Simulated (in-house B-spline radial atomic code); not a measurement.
Configurations of the cobalt ion Co⁵⁺, with energies counted from [Ar] 3d4. Computed with an all-electron radial atomic-structure program (B-spline basis): Dirac-Hartree-Fock, average of configuration, Fermi nucleus of rms radius 3.7875 fm. Energies include first-order Breit, QED and recoil terms.

Occupations are held fixed; configurations that lie above the ionisation limit could autoionise.

```csv
configuration,E - E(ref) (eV),highest orbital,its <r> (bohr)
[Ne] 3s2 3p5 3d5,63.893,3d5/2,0.8269
[Ar] 3d3 5s1,64.529,5s1/2,3.504
[Ar] 3d3 6p1,80.044,6p3/2,6.058
[Ar] 3d3 7s1,84.997,7s1/2,8.253
[Ar] 3d3 6f1,85.98,6f5/2,7.767
[Ar] 3d3 7f1,89.685,7f5/2,10.97
[Ne] 3s2 3p5 3d4 4s1,95.777,4s1/2,1.867
[Ne] 3s2 3p5 3d4 5g1,143.62,5g9/2,4.576
[Ne] 3s2 3p5 3d4 7g1,153.22,7g9/2,10.57
```

(1) Order these further configurations by energy, lowest first.
A. [Ar] 3d3 6g1
B. [Ar] 3d3 5f1
C. [Ne] 3s2 3p5 3d4 6g1
D. [Ne] 3s2 3p5 3d4 5s1
E. [Ar] 3d3 7g1

(2) How far above the reference does [Ar] 3d3 5p1 lie?

(3) How far above the reference does [Ne] 3s2 3p5 3d4 7s1 lie?

(4) How far above the reference does [Ar] 3d3 5g1 lie?

Results:

(1) B (79.845 eV), A (86.263 eV), E (89.874 eV), D (127.87 eV), C (149.61 eV).

(2) 68.598 eV; its least bound orbital is 5p3/2 with <r> = 3.81 bohr.

(3) 148.34 eV; its least bound orbital is 7s1/2 with <r> = 8.252 bohr.

(4) 80.276 eV; its least bound orbital is 5g9/2 with <r> = 4.577 bohr.
